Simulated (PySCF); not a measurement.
# TeSCl3: from structure and modes to constants

Level of theory: PySCF, UB3LYP, basis Te def2-SVP with ECP28, S def2-SVP, Cl def2-SVP (scalar-relativistic core potentials, no spin–orbit coupling, density fitting).

The doublet minimum has C3v symmetry. Masses (u): Te 129.90622, S 31.97207, Cl 34.96885.

```xyz
5
charge 0 multiplicity 2, angstrom
Te    0.0000   -0.0693   -0.0490
S     0.0000   -1.8893   -1.3366
Cl    2.0087   -0.0082    1.4148
Cl   -2.0087   -0.0082    1.4148
Cl    0.0000    2.0012   -1.4254
```

Harmonic wavenumbers (cm⁻¹): 34.4 (e, ×2), 82.1 (a1, ×1), 100.4 (e, ×2), 275.5 (e, ×2), 284.9 (a1, ×1), 467.8 (a1, ×1).

(1) Find the principal moments of inertia and the rotational constants. What kind of rotor is it?

(2) What is the harmonic zero-point energy?

(3) Find the vibrational entropy and heat capacity at 298.15 K.

(4) Give the standard entropy (298.15 K, 1 bar) by its translational, rotational, vibrational and spin parts, and Cp.

Results:

(1) About the centre of mass I = 523.25, 523.25, 564.35 u Å². With B = 16.8576/I this gives 0.03222, 0.03222, 0.02987 cm⁻¹. The molecule is an oblate symmetric top.

(2) Half the sum of all 9 wavenumbers, 1655/2 = 828 cm⁻¹, which is 9.9 kJ/mol (1 cm⁻¹ = 0.0119627 kJ/mol).

(3) With u = 1.43878 ω/T, each mode gives S = R[u/(eᵘ−1) − ln(1−e⁻ᵘ)] and C = R u² eᵘ/(eᵘ−1)².
```tsv
ω (cm⁻¹)	u	S (J/(mol K))	C (J/(mol K))
34.4 (×2)	0.166	23.25	8.30
82.1	0.396	16.06	8.21
100.4 (×2)	0.484	14.42	8.15
275.5 (×2)	1.329	6.53	7.19
284.9	1.375	6.29	7.12
467.8	2.258	3.11	5.53
```
The sums over all modes are S = 113.9 and C = 68.1 J/(mol K); the softest mode gives 20 % of the entropy (each member, where degenerate).

(4) Sackur–Tetrode with M = 266.78 u gives 178.5; rotation with symmetry number 3 gives 117.8; vibration 113.9; spin R ln 2 = 5.8. The total is 415.9 J/(mol K), and Cp = 4 R + 68.1 = 101.4 J/(mol K).

This need not be the most stable arrangement of these atoms. No spin–orbit coupling is included, which matters more the heavier the element.
